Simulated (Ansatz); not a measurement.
`CC[CH2][GeH3]` + `C[SeH]` → `CC[Se]C` + `[CH3][GeH3]`  (substitution at a C–C bond)

Isolated molecules relaxed with PBE0-D4/def2-TZVP in Ansatz; ΔE leaves out vibrations. CBS: MP2 limit from def2 TZ/QZ plus the TZ coupled-cluster correction, frozen cores. Functionals use def2-TZVPP. B3LYP here is the variant with VWN-RPA as its local correlation; programs differ in this. HSE06 is defined as in plane-wave codes. For Ge, Se outer-core shells are correlated without core-valence functions, which leaves a few kJ/mol of doubt a bond. Scalar relativity is left out up to krypton. Each species was taken in one conformer, which may not be the lowest.

| level | ΔE (kJ/mol) | difference from CCSD(T)/CBS |
| --- | --- | --- |
| LDA (SPW92) | -4.7 | 5.0 |
| PBE-D4 | -11.3 | -1.6 |
| revPBE-D4 | -11.7 | -2.0 |
| BLYP-D4 | -12.8 | -3.1 |
| B97M-V | -9.1 | 0.6 |
| PBE0-D4 | -9.4 | 0.3 |
| B3LYP-D4 | -10.9 | -1.2 |
| r2SCANh-D4 | -10.5 | -0.8 |
| r2SCAN0-D4 | -9.6 | 0.1 |
| HSE06-D4 | -9.6 | 0.1 |
| BHLYP-D4 | -9.2 | 0.5 |
| CAM-B3LYP-D4 | -7.6 | 2.1 |
| ωB97X-V | -8.5 | 1.2 |
| ωB97M-V | -9.0 | 0.7 |
| B2PLYP | -11.6 | -1.9 |
| PBE-QIDH | -10.0 | -0.3 |
| PBE | -11.3 | -1.6 |
| revPBE | -13.1 | -3.4 |
| BLYP | -12.6 | -2.9 |
| r2SCAN | -11.4 | -1.7 |
| PBE0 | -9.4 | 0.3 |
| B3LYP | -10.6 | -0.9 |
| r2SCANh | -10.7 | -1.0 |
| r2SCAN0 | -9.8 | -0.1 |
| HSE06 | -9.6 | 0.1 |
| BHLYP | -8.3 | 1.4 |
| CAM-B3LYP | -7.6 | 2.1 |
| LC-ωPBE | -7.4 | 2.3 |
| HF/def2-SVP | 2.6 | 12.3 |
| MP2/def2-SVP | 3.1 | 12.8 |
| CCSD/def2-SVP | 7.6 | 17.3 |
| HF/def2-TZVPP | -6.6 | 3.1 |
| MP2/def2-TZVPP | -13.8 | -4.1 |
| SCS-MP2/def2-TZVPP | -12.3 | -2.6 |
| CCSD/def2-TZVPP | -8.3 | 1.4 |
| CCSD(T)/def2-TZVPP | -9.6 | 0.1 |
| HF/def2-QZVPP | -6.8 | 2.9 |
| MP2/def2-QZVPP | -13.9 | -4.2 |
| HF/CBS(def2) | -6.8 | 2.9 |
| CCSD/CBS(def2) | -8.4 | 1.3 |
| CCSD(T)/CBS | -9.7 | 0 |

Largest T1 diagnostic among the species: 0.010.

From BLYP to BHLYP (50 % exact exchange), in def2-TZVPP and without D4, ΔE moves by +4.3 kJ/mol. In def2-TZVPP, CCSD(T) changes the Hartree–Fock value by −3.0 kJ/mol (the triples alone add −1.3 kJ/mol) and MP2 by −7.2 kJ/mol. Leaving LDA and LC-ωPBE aside and taking each functional with its dispersion term where it has one, the values spread over 5.2 kJ/mol, from BLYP-D4 to CAM-B3LYP-D4. LDA lies +6.6 kJ/mol from PBE without D4.

CCSD(T)/CBS has its own doubt, a few kJ/mol and more with outer-core shells, so smaller differences from it don't rank the levels.
